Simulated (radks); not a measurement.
Values are calculated unless marked as measured or tabulated.
Initial-state core-level shifts of the bismuth ion Bi2+ when its valence configuration changes from [Hg] 6p1. Code: a radial shooting solver on a logarithmic mesh with Libxc functionals. Model: scalar-relativistic Kohn-Sham, PBE, spin-polarised, spherical densities, point nucleus; open shells are filled with parallel spins first (spin-orbit coupling, left out, can overturn this in heavy ions). Shifts are changes of the shell-averaged eigenvalues in eV (positive: less bound).

valence,1s,3s,4p,5p
[Xe] 4f14 5d9 6s2 6p2,-6.655,-6.746,-6.619,-5.757
[Xe] 4f12 5d10 6s2 6p3,-44.297,-52.063,-43.215,-18.931
[Xe] 4f12 5d9 6s2 6p4,-51.539,-59.396,-50.325,-24.896
[Xe] 4f14 5d10 6s1 6p2,-1.662,-1.651,-1.658,-1.629
[Xe] 4f12 5d10 6s1 6p4,-46.034,-53.791,-44.941,-20.595
[Xe] 4f14 5d8 6s2 6p3,-13.318,-13.505,-13.228,-11.374
[Xe] 4f13.5 5d10 6s2 6p1.5,-10.805,-12.689,-10.638,-4.708
[Xe] 4f14 5d9.5 6s2 6p1.5,-3.328,-3.373,-3.313,-2.898
[Xe] 4f14 5d9.5 6s1.5 6p2,-4.144,-4.184,-4.127,-3.693
